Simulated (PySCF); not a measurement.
Two-photon absorption: ethylbutylamine, C6H15N

Geometry (Å), atoms numbered from 1 in this order:
```xyz
22

C    -3.6031   -0.5779    0.0477
C    -2.4933    0.4517    0.1887
C    -1.0962   -0.1518    0.1656
C     0.0110    0.8854    0.3548
N     1.3694    0.3937    0.3623
C     1.8676   -0.1287   -0.8899
C     3.3252   -0.5308   -0.7697
H    -3.5149   -1.1330   -0.9001
H    -3.5678   -1.3172    0.8640
H    -4.5988   -0.1093    0.0667
H    -2.6288    1.0169    1.1282
H    -2.5771    1.1992   -0.6201
H    -0.9474   -0.6903   -0.7867
H    -1.0109   -0.9152    0.9615
H    -0.0685    1.6484   -0.4408
H    -0.1670    1.4267    1.3013
H     1.4936   -0.2941    1.1027
H     1.7671    0.6674   -1.6491
H     1.2849   -0.9914   -1.2832
H     3.9283    0.3159   -0.4096
H     3.4502   -1.3599   -0.0537
H     3.7279   -0.8671   -1.7367
```

Method: TDDFT CAM-B3LYP/aug-cc-pVDZ excited states, vertical, gas phase (PySCF 2.14.0). Geometry: PBE0-D3(BJ)/def2-SVP.

Singlets 6 and 7 lie within 0.01 eV of each other, so their separate moments and overlaps can depend on how they mix.

Problem. How strongly do the lowest singlets absorb one photon, and two photons of half the energy?

Solution. δ for parallel linear polarisation; σ at the peak of a Lorentzian of half width 0.1 eV, single beam; Ω is circular over linear.
| state | E (eV) | f | photon λ (nm) | δ (au) | σ (GM) | Ω | main |
| --- | --- | --- | --- | --- | --- | --- | --- |
| S1 | 5.41 | 0.007 | 459 | 51.7 | 0.55 | 1.38 | HOMO→LUMO 0.49, HOMO→LUMO+1 0.17 |
| S2 | 5.86 | 0.008 | 423 | 28.8 | 0.36 | 1.27 | HOMO→LUMO+2 0.65, HOMO→LUMO 0.14 |
| S3 | 6.01 | 0.010 | 413 | 116 | 1.54 | 0.77 | HOMO→LUMO+3 0.61, HOMO→LUMO+1 0.16 |
| S4 | 6.20 | 0.006 | 400 | 261 | 3.68 | 0.37 | HOMO→LUMO+1 0.38, HOMO→LUMO+4 0.18 |
| S5 | 6.70 | 0.022 | 370 | 4.73 | 0.08 | 1.45 | HOMO→LUMO+4 0.49, HOMO→LUMO 0.20 |
| S6 | 6.88 | 0.001 | 360 | 17.6 | 0.31 | 1.28 | HOMO→LUMO+5 0.78 |

Among these, the strongest one-photon state is S5, the strongest two-photon state S4, with a dipole change of 1.3 D (relaxed, norm of the difference vector).
